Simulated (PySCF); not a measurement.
## Correlation energy of P (phosphorus, neutral)

[Ne] 3s2 3p3, high-spin 4S determinant. Computed with PySCF 2.14 in cc-pVTZ-DK (5s4p2d1f, 34 functions), with the spin-free X2C one-electron Hamiltonian (Gaussian nucleus). Frozen: [Ne]; 5 electrons correlated.

MP2 pair energies summed by pair of shells (mhartree):

| pair | energy | share (%) |
| --- | --- | --- |
| 3s-3p | -54.01 | 64.9 |
| 3p-3p | -18.62 | 22.4 |
| 3s-3s | -10.62 | 12.8 |

Total MP2 correlation energy: -83.25 mhartree.

Same-spin part -22.75 and opposite-spin part -60.50 mhartree; SCS-MP2 scales them by 1/3 and 6/5 to -80.18 mhartree.

```json
{"level": "CCSD", "correlation energy (mhartree)": "-100.86"}
{"level": "(T)", "correlation energy (mhartree)": "-3.77"}
{"level": "CCSD(T)", "correlation energy (mhartree)": "-104.63"}
```

Diagnostics: T1 = 0.0046, D1 = 0.0076, largest double amplitude 0.062.

Cost of the coupled-cluster step: 0.27 s of wall time on 1 thread of Neoverse-V2 (shared host), for 5 correlated electrons.
